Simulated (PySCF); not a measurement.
C2H5Be, SMILES C[CH2][Be+], charge +1.

Geometry optimised at B3LYP-D3(BJ)/def2-TZVP. The multiplicity is an assumed one; other spin states were not compared. The isomer is the one that the SMILES or the coordinates give; other isomers of the formula were not compared.

Method: TDDFT-M06-2X/def2-SVPD (PySCF 2.14.0).

Vertical excitations.  State labels are in the subgroup Cs.

| state | symmetry | energy (eV) | λ (nm) | f | main pairs |
|---|---|---|---|---|---|
| S1 | A' | 3.48 | 357 | 0.144 | HOMO→LUMO 100 % |
| S2 | A" | 4.39 | 282 | 0.001 | HOMO−1→LUMO 97 % |
| S3 | A' | 5.04 | 246 | 0.016 | HOMO−2→LUMO 98 % |
| S4 | A' | 5.66 | 219 | 0.090 | HOMO→LUMO+1 96 % |
| S5 | A" | 5.82 | 213 | 0.086 | HOMO→LUMO+2 98 % |
| S6 | A' | 6.57 | 189 | 0.029 | HOMO−3→LUMO 93 % |
| S7 | A" | 6.85 | 181 | 0.004 | HOMO−1→LUMO+1 79 %, HOMO−4→LUMO 19 % |
| S8 | A" | 7.06 | 176 | 0.007 | HOMO−4→LUMO 78 %, HOMO−1→LUMO+1 19 % |
| S9 | A' | 7.24 | 171 | 0.022 | HOMO−1→LUMO+2 92 % |
| S10 | A" | 7.69 | 161 | 0.003 | HOMO−2→LUMO+2 98 % |
| T1 | A' | 2.23 | 556 | 0 | HOMO→LUMO 93 % |
| T2 | A" | 4.30 | 288 | 0 | HOMO−1→LUMO 93 % |
| T3 | A' | 4.62 | 268 | 0 | HOMO→LUMO+1 83 % |
| T4 | A" | 4.79 | 259 | 0 | HOMO→LUMO+2 89 % |
Triplets are in the Tamm–Dancoff approximation, which puts them higher than full response would, so one can lie above its singlet here.
